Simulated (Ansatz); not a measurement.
Saddle point of BH$_{6}$O$_{3}$F, singlet (BH₃O₂ ([OH][BH][OH]) + H₂O + HF → BH₃O₃ ([OH][B]([OH])[OH]) + HF + H₂; bonds formed: B1–O6, H2–H7, H5–F8; bonds broken: B1–H2, H5–O6, H7–F8), PBE0-D4/def2-TZVP structure:

B1  (-0.420, -0.026, -0.373)
H2  (0.780, 0.722, -0.649)
O3  (-0.491, -0.975, -1.379)
O4  (-1.455, 0.892, -0.268)
H5  (0.878, -0.203, 1.299)
O6  (-0.130, -0.570, 1.034)
H7  (1.392, 0.646, 0.072)
F8  (1.968, 0.378, 1.111)
H9  (0.233, -1.602, -1.394)
H10  (-1.952, 0.963, -1.085)
H11  (-0.803, -0.226, 1.633)
(Å)

Energies are electronic, without zero-point energy. Barriers and step energies count from the start structure reached by relaxing down the imaginary mode; all methods use the PBE0-D4 structures, on which another method's saddle can fall below an end. Computed with Ansatz 0.2.0 (basis: def2-TZVPP, with def2-QZVPP for the basis limit); correlated methods freeze the cores. B3LYP uses VWN-RPA correlation. Extrapolation: Hartree–Fock as exp(−7.88 √X), correlation as X^−2.97.

| method | barrier (kJ/mol) | step energy (kJ/mol) |
| --- | --- | --- |
| SPW92 | 28.1 | -81.0 |
| PBE-D4 | 78.5 | -80.8 |
| BLYP-D4 | 101.2 | -83.4 |
| r2SCAN-D4 | 84.6 | -88.8 |
| B97M-V | 106.1 | -89.4 |
| PBE0-D4 | 94.8 | -82.8 |
| B3LYP-D4 | 111.4 | -84.5 |
| r2SCAN0-D4 | 98.2 | -88.6 |
| BHLYP-D4 | 131.4 | -86.1 |
| CAM-B3LYP-D4 | 109.1 | -85.2 |
| wB97X-V | ? | -83.1 |
| wB97M-V | 112.8 | -84.2 |
| B2PLYP | 117.3 | -84.7 |
| PBE-QIDH | ? | -85.1 |
| RPA on PBE | 119.7 | -81.4 |
| HF | ? | -90.9 |
| MP2 | 114.9 | -85.6 |
| CCSD | 132.3 | -83.4 |
| CCSD(T) | 120.8 | -83.4 |

Question: Fill in the withheld barriers. (An estimate is asked for; the value comes from the calculation.)

Answer: The calculation gives: PBE-QIDH 107.8; wB97X-V 112.4; HF 189.7 kJ/mol. Each is the energy of the saddle less that of the start structure, by the same method.

For comparison, the barrier by CCSD(T) at an estimated basis limit (MP2 extrapolated from triple and quadruple zeta, plus CCSD(T) − MP2 in triple zeta) is 123.4 kJ/mol.

The T1 diagnostic stays at or below 0.013.

Labels in which every atom is bracketed show which atoms are joined, not bond orders.

For scale, one of the runs: CCSD(T)/def2-TZVPP, 239 basis functions (an equivalent command: `ansatz run in.yaml --threads 4`). Time: 2.4 min of wall clock on 4 CPU threads; the host was shared. Peak host memory: 5.2 GiB.
